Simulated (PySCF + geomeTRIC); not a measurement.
A geometry relaxed with PBE0-D4/def2-TZVP (PySCF + geomeTRIC), charge 0, multiplicity 2:

```xyz
4

H     -0.9488    -1.1888    -0.1646
Si    -0.2863     0.0102     0.4167
H     -0.8579     1.2566    -0.1614
I      2.0892    -0.0773    -0.0904
```

Task: Write the SMILES of this molecule.

Result: `[SiH2]I`
